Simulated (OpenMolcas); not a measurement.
Mn3+ among 4 point charges of -2 e arranged as a tetrahedron (Td), 1.67 Å from the ion.
```
   0.9642    0.9642    0.9642  -2.00
   0.9642   -0.9642   -0.9642  -2.00
  -0.9642    0.9642   -0.9642  -2.00
  -0.9642   -0.9642    0.9642  -2.00
```

```yaml
Program: OpenMolcas 26.06
Method: CASSCF
Basis: ANO-RCC-VDZP [5s4p2d1f]
Scalar_Hamiltonian: DKH2, point nucleus
Active_space: 4 electrons in 5 orbitals (3d)
State_averaging: 2S+1 = 5 even, 5 roots; 2S+1 = 3 even, 45 roots; 2S+1 = 1 even, 50 roots
Spin-orbit_coupling: RASSI with atomic mean-field integrals over the reference wave functions
```

(1) What is the spin-free ground state (labels of Td)?

(2) Where is the first state of the same spin?

(3) What are the lowest two levels with spin-orbit coupling?

(4) What is χT at 300 K, and how does it compare with the textbook value?

Answers

(1) 5T2, 3-fold in its orbital part, 100 % from free-ion D terms; it has the highest spin that d4 allows.

(2) 5E at 3050 cm-1 above the ground state.

(3) A 1-fold level A1, then a 3-fold level T1 38.1 cm-1 above it. Their leading multiplicities are 5 (100 %) and 5 (100 %).

(4) The lowest level has 2S+1 = 5, for which the spin-only value is χT = S(S+1) / 2 = 3.000 cm3 K/mol (g = 2). The computed 2.292 at 300 K differs by -0.708, through orbital momentum, spin-orbit coupling and any other state in reach. With a threefold ground state the orbital momentum is unquenched, so the spin-only value is not expected to hold.

An orbital triplet at a regular site is open to Jahn-Teller coupling, which can distort the site and quench the lowest spin-orbit gaps and is left out. Without dynamic correlation the repulsion within the d shell is too large (B by tens of per cent), so at a given field states of lower spin stand too high. The ground term spreads over less than 5000 cm-1, several times less than with real ligands, so orbital moments are less quenched and χT lies further from the spin-only value than at real sites. Point charges carry no covalency, so the field is a model and not that of real ligands. No measured value stands beside these numbers.
